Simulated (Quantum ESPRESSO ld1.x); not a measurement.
Mg4+, configuration [He] 2s2 2p4 (the NIST ground configuration).

Calculated with ld1.x of Quantum ESPRESSO 7.5: scalar-relativistic Kohn-Sham, relativistic LDA (MacDonald-Vosko exchange, VWN5 correlation), spin-unpolarised, spherical densities, point nucleus.

Energy parts (eV):
part                     energy
total                  -5208.77
kinetic                 5207.87
electron-nucleus      -11846.30
Hartree                 1783.50
exchange-correlation    -353.84

Orbitals (lengths in bohr, moments of r in powers of bohr):
| orbital | occ. | eigenvalue (eV) | <1/r> |
|---|---|---|---|
| 1s | 2 | -1351.11 | 11.58 |
| 2s | 2 | -159.985 | 2.246 |
| 2p | 4 | -128.864 | 2.155 |
| 3s | 0 | -45.4798 | 0.7509 |
| 3p | 0 | -38.1578 | 0.6938 |
| 3d | 0 | -28.9862 | 0.5771 |

The highest occupied level is 2p at -128.86 eV. The density falls to 0.001 e/bohr^3 at r = 1.89 bohr. For comparison, the ionisation energy in NIST's Atomic Spectra Database is 141.33 eV (semi-empirical). In exact Kohn-Sham theory the highest level is minus the ionisation energy, but local and semilocal functionals leave it too shallow, through self-interaction and a potential that decays too fast; potentials with the right tail come closer. Summed over all electrons, <r^2> = 2.884 bohr^2, which gives a Langevin (diamagnetic) susceptibility term of -2.28 x 10^-6 cm^3/mol.

Beside tabulated values, note that spin-unpolarised runs miss the spin-polarisation part of the exchange energy of open shells.
